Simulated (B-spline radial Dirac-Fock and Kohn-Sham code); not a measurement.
## Subshell photoionisation cross sections of Zn¹⁰⁺ against photon energy

System: Zn¹⁰⁺, [Ar] 3d2.

Calculated with a B-spline atomic structure program, using the independent-particle Dirac-Slater model, thresholds from Dirac-Fock. Values are in kb; a dash marks an energy below the computed threshold. Values for outer subshells far above threshold carry numerical ripple of a few per cent.

```
hν (eV)        2s     2p3/2     3p3/2     3d3/2     3d5/2
    294         –         –         –       256       382
    300         –         –         –       243       362
    400         –         –       481       109       163
    600         –         –       239      32.2      47.7
    750         –         –       154      16.0      23.6
 2984.4      23.9      37.5      5.45     0.132     0.192
   6000      5.46      4.32     0.704   0.00826    0.0119
  11900      1.07     0.443    0.0775  0.000462  0.000657
17479.3     0.402     0.116    0.0208  8.53e-05  0.000120
  20700     0.257    0.0635    0.0115  4.02e-05  5.63e-05
  89800   0.00399  0.000282  5.37e-05  5.55e-08  7.23e-08
 100000   0.00289  0.000189  3.60e-05  3.46e-08  4.48e-08
 147000  0.000912  4.57e-05  8.76e-06  6.57e-09  8.35e-09
```

At 147000 eV the multipoles beyond E1 give 35.6 % of 2s, 47.8 % of 2p3/2, 47.7 % of 3p3/2, 68.3 % of 3d3/2, 68.4 % of 3d5/2.
